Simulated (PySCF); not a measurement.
**Finite-field polarisability of Si (silicon, neutral)**

[Ne] 3s2 3p2, high-spin 3P determinant. Calculation: PySCF 2.14, in aug-cc-pVDZ-DK (5s4p2d, 27 functions); the spin-free X2C one-electron Hamiltonian (Gaussian nucleus). Frozen: [Ne]. Energy changes in a uniform field (μhartree):

| axis | F (au) | HF | MP2 | CCSD | CCSD(T) |
| --- | --- | --- | --- | --- | --- |
| x | 0.0025 | -98.351 | -95.663 | -93.800 | -94.001 |
| x | 0.005 | -393.425 | -382.675 | -375.227 | -376.030 |
| y | 0.0022 | -97.566 | -95.499 | -94.084 | -94.339 |
| y | 0.0044 | -390.594 | -382.328 | -376.677 | -377.699 |

By symmetry the remaining axis equals y.

**Question.** Derive α along x at CCSD(T) from the two fields.

**Answer.** With ΔE = −αF²/2 − γF⁴/24, α = −(16 ΔE(F) − ΔE(2F))/(6F²) = 30.08 bohr³.

**Question.** And the mean polarisability at each level?

**Answer.** The components xx, yy, zz at CCSD(T) are 30.08, 38.97, 38.97, the third axis being equal by symmetry to one of the two computed. Means: HF 37.36, MP2 36.50, CCSD 35.92, CCSD(T) 36.01 bohr³. Reference: 37.3 ± 0.7 bohr³ (recommended; Schwerdtfeger and Nagle, table of static dipole polarizabilities (2023 update)).

A double-zeta set is small for polarisabilities.
